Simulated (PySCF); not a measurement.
Si(OH)2(SH)2 (H₄O₂S₂Si), SMILES O[Si](O)(S)S. Geometry: B3LYP-D3(BJ)/def2-SVP. Other conformers were not sampled.

Computed with B3LYP-D3(BJ)/def2-SVP in PySCF 2.14.0.

Harmonic wavenumbers (cm⁻¹): 109, 143, 210, 216, 237, 253, 274, 300, 333, 459, 563, 724, 742, 803, 820, 905, 959, 2666, 2676, 3851, 3874. Rotational constants (GHz): 2.699, 1.929, 1.557; symmetry number 1.

Work out the zero-point energy and the ideal-gas rigid-rotor harmonic-oscillator thermochemistry at 298.15 K and 1 atm.

ZPE = ½ Σ hcν = ½ × 21117 cm⁻¹ = 30.19 kcal/mol. H − E(el) = 36.06 kcal/mol. Entropy in cal/(mol K): translation 40.46, rotation 28.07, vibration 20.32, total 88.85. G − E(el) = 9.57 kcal/mol. Cp = 30.16 cal/(mol K). Modes under 150 cm⁻¹ make the vibrational entropy uncertain.
